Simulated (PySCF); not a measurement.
HNaO, quintet, at a GFN2-xTB geometry of the parent state (such geometries of metal compounds can be far from the true shape) (a higher spin typed on purpose: for a closed-shell molecule this is an excited state); B3LYP/6-311G** run with PySCF.

Input for PySCF:
```python
from pyscf import gto, scf, dft

mol = gto.M(
    atom='''
Na   -0.607087   -0.345670   -0.499162
O     0.685963    0.344731    0.564711
H     1.190254    1.044526    0.973099
''',
    basis='6-311g**',
    charge=0,
    spin=4,
    verbose=4,
)

mf = dft.UKS(mol)
mf.xc = 'b3lyp'
mf.kernel()
mf.analyze()
```

**Question.** Predict the main parts of the log of this PySCF run.

**Answer.** 
```
PySCF version 2.14.0

[INPUT] verbose = 4
[INPUT] num. atoms = 3
[INPUT] num. electrons = 20
[INPUT] charge = 0
[INPUT] spin (= nelec alpha-beta = 2S) = 4
[INPUT] symmetry False subgroup None
[INPUT] Mole.unit = angstrom
[INPUT] Symbol           X                Y                Z      unit          X                Y                Z       unit  Magmom
[INPUT]  1 Na    -0.607087000000  -0.345670000000  -0.499162000000 AA   -1.147228163784  -0.653221629478  -0.943279471790 Bohr   0.0
[INPUT]  2 O      0.685963000000   0.344731000000   0.564711000000 AA    1.296282201585   0.651447176647   1.067149129529 Bohr   0.0
[INPUT]  3 H      1.190254000000   1.044526000000   0.973099000000 AA    2.249254078668   1.973868069987   1.838890602088 Bohr   0.0

nuclear repulsion = 32.2966535607174
number of shells = 24
number of NR pGTOs = 84
number of NR cGTOs = 50
basis = 6-311g**
ecp = {}

******** <class 'pyscf.dft.uks.UKS'> ********
method = UKS
initial guess = minao
damping factor = 0
level_shift factor = 0
DIIS = <class 'pyscf.scf.diis.CDIIS'>
diis_start_cycle = 1
diis_space = 8
diis_damp = 0
SCF conv_tol = 1e-09
SCF conv_tol_grad = None
SCF max_cycles = 50
direct_scf = True
direct_scf_tol = 1e-13
number electrons alpha = 12  beta = 8
XC library pyscf.dft.libxc version 7.1.2
    S. Lehtola, C. Steigemann, M. J. T. Oliveira, and M. A. L. Marques,  SoftwareX 7, 1–5 (2018)
XC functionals = b3lyp
    P. J. Stephens, F. J. Devlin, C. F. Chabalowski, and M. J. Frisch,  J. Phys. Chem. 98, 11623 (1994)
radial grids:
    Treutler-Ahlrichs [JCP 102, 346 (1995); DOI:10.1063/1.469408] (M4) radial grids

becke partition: Becke, JCP 88, 2547 (1988); DOI:10.1063/1.454033
pruning grids: <function nwchem_prune>
grids dens level: 3
symmetrized grids: False
atomic radii adjust function: <function treutler_atomic_radii_adjust>
small_rho_cutoff = 0
Set gradient conv threshold to 3.16228e-05
tot grids = 41992
init E= -238.036391394353

cycle= 1 E= -237.590916760284  delta_E= 0.445  |g|= 0.305  |ddm|= 1.32

cycle= 2 E= -237.633638304301  delta_E= -0.0427  |g|= 0.311  |ddm|= 1.79

cycle= 3 E= -237.676043148034  delta_E= -0.0424  |g|= 0.0342  |ddm|= 0.492

cycle= 4 E= -237.677065858982  delta_E= -0.00102  |g|= 0.00888  |ddm|= 0.158

cycle= 5 E= -237.67711498283  delta_E= -4.91e-05  |g|= 0.00246  |ddm|= 0.0292

cycle= 6 E= -237.677118618719  delta_E= -3.64e-06  |g|= 0.000652  |ddm|= 0.00729

cycle= 7 E= -237.677118915315  delta_E= -2.97e-07  |g|= 0.000176  |ddm|= 0.00227

cycle= 8 E= -237.677118953322  delta_E= -3.8e-08  |g|= 2.69e-05  |ddm|= 0.000845

cycle= 9 E= -237.677118957907  delta_E= -4.59e-09  |g|= 8.97e-06  |ddm|= 0.000321

cycle= 10 E= -237.677118958493  delta_E= -5.86e-10  |g|= 3.13e-06  |ddm|= 0.000121

Extra cycle  E= -237.677118958547  delta_E= -5.43e-11  |g|= 1.74e-06  |ddm|= 3.05e-05
converged SCF energy = -237.677118958547  <S^2> = 6.0026607  2S+1 = 5.0010642
**** SCF Summaries ****
Total Energy =                        -237.677118958547140
Nuclear Repulsion Energy =              32.296653560717381
One-electron Energy =                 -393.130169091986318
Two-electron Energy =                  123.156396572721803
Two-electron Coulomb Energy =          146.443871577204646
DFT Exchange-Correlation Energy =      -23.287475004482843
**** MO energy ****
                             alpha | beta                alpha | beta
MO #1   energy= -38.4915915005726  | -38.4894149398071  occ= 1 | 1
MO #2   energy= -19.5360675495185  | -19.4746668177452  occ= 1 | 1
MO #3   energy= -2.25994571856241  | -2.25615062532282  occ= 1 | 1
MO #4   energy= -1.34776348878852  | -1.2248444510585   occ= 1 | 1
MO #5   energy= -1.19704690701717  | -1.19037781730596  occ= 1 | 1
MO #6   energy= -1.19326442765631  | -1.1903495247516   occ= 1 | 1
MO #7   energy= -1.19308363887786  | -1.14956705180751  occ= 1 | 1
MO #8   energy= -0.770635488391711 | -0.701034482766495 occ= 1 | 1
MO #9   energy= -0.719027058420273 | -0.420562259951567 occ= 1 | 0
MO #10  energy= -0.718364708459371 | -0.420187166099912 occ= 1 | 0
MO #11  energy= -0.155821285237089 | -0.0766393842626627 occ= 1 | 0
MO #12  energy= -0.107593546470895 | -0.0212256451613884 occ= 1 | 0
MO #13  energy= -0.0377486443110444 | -0.0118153284856305 occ= 0 | 0
MO #14  energy= -0.0375022756871693 | -0.0116263726972232 occ= 0 | 0
MO #15  energy= 0.00553607794610561 | 0.0482904135218754 occ= 0 | 0
MO #16  energy= 0.034251254621458  | 0.0523433250331821 occ= 0 | 0
MO #17  energy= 0.0363342003838753 | 0.0531046670070938 occ= 0 | 0
MO #18  energy= 0.0372973238887719 | 0.0620109345183215 occ= 0 | 0
MO #19  energy= 0.047255473976628  | 0.0713346199993757 occ= 0 | 0
MO #20  energy= 0.252362679623317  | 0.286198945248858  occ= 0 | 0

To work with the spin densities directly, `use mulliken_meta_spin()` only printing them here.

 ** Mulliken spin pop alpha/beta on meta-lowdin orthogonal AOs **
 ** Mulliken Spin Density (per AO)  **
spin_pop of  0 Na 1s        0.00000
spin_pop of  0 Na 2s        0.00026
spin_pop of  0 Na 3s        0.95820
spin_pop of  0 Na 4s        0.00939
spin_pop of  0 Na 5s        0.01587
spin_pop of  0 Na 6s        0.00038
spin_pop of  0 Na 2px       0.00023
spin_pop of  0 Na 2py       0.00038
spin_pop of  0 Na 2pz       0.00019
spin_pop of  0 Na 3px       0.05913
spin_pop of  0 Na 3py       0.03304
spin_pop of  0 Na 3pz       0.03972
spin_pop of  0 Na 4px       0.00136
spin_pop of  0 Na 4py       0.00098
spin_pop of  0 Na 4pz       0.00091
spin_pop of  0 Na 5px       0.00779
spin_pop of  0 Na 5py       0.00539
spin_pop of  0 Na 5pz       0.00523
spin_pop of  0 Na 6px       0.00050
spin_pop of  0 Na 6py       0.00027
spin_pop of  0 Na 6pz       0.00034
spin_pop of  0 Na 3dxy      0.00044
spin_pop of  0 Na 3dyz      0.00030
spin_pop of  0 Na 3dz^2     0.00010
spin_pop of  0 Na 3dxz      0.00075
spin_pop of  0 Na 3dx2-y2    0.00023
spin_pop of  1 O 1s       -0.00001
spin_pop of  1 O 2s        0.08511
spin_pop of  1 O 3s        0.00278
spin_pop of  1 O 4s        0.00004
spin_pop of  1 O 2px       0.72559
spin_pop of  1 O 2py       0.52407
spin_pop of  1 O 2pz       0.81787
spin_pop of  1 O 3px       0.00331
spin_pop of  1 O 3py       0.00381
spin_pop of  1 O 3pz       0.00352
spin_pop of  1 O 4px       0.00118
spin_pop of  1 O 4py       0.00197
spin_pop of  1 O 4pz       0.00094
spin_pop of  1 O 3dxy      0.00028
spin_pop of  1 O 3dyz      0.00021
spin_pop of  1 O 3dz^2     0.00006
spin_pop of  1 O 3dxz      0.00013
spin_pop of  1 O 3dx2-y2    0.00010
spin_pop of  2 H 1s        0.50441
spin_pop of  2 H 2s        0.16231
spin_pop of  2 H 3s        0.02105
spin_pop of  2 H 2px      -0.00005
spin_pop of  2 H 2py      -0.00005
spin_pop of  2 H 2pz      -0.00001
 ** Mulliken Spin Density (per atom)  **
spin density of  0 Na =      1.14139
spin density of  1 O =      2.17096
spin density of  2 H =      0.68765
 ** Mulliken pop alpha/beta on meta-lowdin orthogonal AOs **
 ** Mulliken pop       alpha | beta **
In total            12.00000 | 8.00000
 ** Mulliken atomic charges   ( Nelec_alpha | Nelec_beta ) **
charge of  0Na =     -0.18175  (     6.16157      5.02018 )
charge of  1O =      0.37171  (     4.89962      2.72866 )
charge of  2H =     -0.18996  (     0.93881      0.25116 )
Dipole moment(X, Y, Z, Debye):  0.94074, -0.24628,  0.78534
```
